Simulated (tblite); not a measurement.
Compound: C7H10NO (charge +1).
Numbering: `[CH3:1][N:2]([CH3:3])[c:4]1[cH:5][cH:6][o+:7][cH:8][cH:9]1` (hydrogens: H10, H11, H12 on C1; H13, H14, H15 on C3; H16 on C5; H17 on C6; H18 on C8; H19 on C9)

Structure optimised with GFN2-xTB, isolated species.

(1) List the bond lengths, angles and torsions at this level.

## Answers

(1) 
```tsv
bond	length (Å)
C1–N2, N2–C3	1.448
N2–C4	1.318
C4–C5, C4–C9	1.433
C5–C6, C8–C9	1.355
C6–O7, O7–C8	1.325
C1–H10 and 5 like bonds	1.089
C5–H16, C9–H19	1.075
C6–H17, C8–H18	1.081
```

Bonds in one row agree within 0.01 Å and their mean is given. A selection of angles:
```tsv
angle	degrees
C1–N2–C3	118.3
C1–N2–C4	120.9
N2–C4–C5	122.7
C5–C4–C9	114.5
C4–C5–C6	119.9
C5–C6–O7	123.6
C6–O7–C8	118.4
```

Torsions: C1–N2–C4–C5 180° (antiperiplanar).

The 6-membered ring C4–C5–C6–O7–C8–C9 has internal angles of 114.5° to 123.6° (sum 720°, against 720° for a flat polygon); it is planar, 0.00 Å rms from its mean plane, widest ring torsion 0°. C6 (aromatic CH next to a ring oxygen) is planar (angles 123.6°, 123.3° and 113.1°, sum 360.0°, 0.00 Å off the plane of its three neighbours). The 9 heavy atoms lie in one plane (0.001 Å rms). Of the pairs four or more bonds apart, H12···H15 is among the closest relative to their van der Waals radii: 2.07 Å, 86 % of the sum of Bondi's values. The C–C distances run from 1.354 Å (C5–C6, aromatic) to 1.433 Å (C4–C9, aromatic), a spread of 0.079 Å. C4 (aromatic carbon bearing nitrogen) is planar (angles 122.7°, 122.7° and 114.5°, sum 360.0°, 0.00 Å off the plane of its three neighbours). N2 (aniline-type nitrogen) is planar (angles 120.9°, 120.8° and 118.3°, sum 360.0°, 0.00 Å off the plane of its three neighbours).

Point group: C2v (tolerance 0.08 Å). Its lowest GFN2-xTB frequency is 3i cm⁻¹, too small to tell a flat minimum from a shallow saddle.

The numbers are calculated, not measured.
